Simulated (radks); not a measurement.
The nuclear charge of neutral beryllium is varied continuously with 4 electrons held in [He] 2s2. Calculated with a radial shooting solver on a logarithmic mesh with Libxc functionals: non-relativistic Kohn-Sham, PBE, spin-unpolarised, spherical densities, point nucleus. By the Hellmann-Feynman theorem dE/dZ = E(electron-nucleus)/Z, the electronic potential at the nucleus.

| Z | E (hartree) | E(electron-nucleus)/Z (hartree) | HOMO | e(HOMO) (eV) | <r> HOMO (bohr) |
|---|---|---|---|---|---|
| 3.8 | -12.99830 | -7.90686 | 2s | -3.687 | 2.882 |
| 3.9 | -13.80156 | -8.15828 | 2s | -4.611 | 2.735 |
| 4 | -14.62995 | -8.40951 | 2s | -5.609 | 2.604 |
| 4.1 | -15.48345 | -8.66059 | 2s | -6.679 | 2.486 |
| 4.2 | -16.36206 | -8.91154 | 2s | -7.821 | 2.379 |
| 4.3 | -17.26576 | -9.16238 | 2s | -9.035 | 2.281 |
| 4.4 | -18.19453 | -9.41312 | 2s | -10.320 | 2.192 |
| 4.5 | -19.14838 | -9.66379 | 2s | -11.676 | 2.110 |
| 4.6 | -20.12729 | -9.91438 | 2s | -13.102 | 2.034 |
| 4.7 | -21.13125 | -10.1649 | 2s | -14.598 | 1.963 |
| 4.8 | -22.16027 | -10.4154 | 2s | -16.164 | 1.898 |
| 4.9 | -23.21433 | -10.6658 | 2s | -17.800 | 1.837 |
| 5 | -24.29343 | -10.9162 | 2s | -19.505 | 1.780 |

The central difference of E at Z = 4 is -8.409 hartree, to compare with the third column; the second derivative is -2.51 hartree.
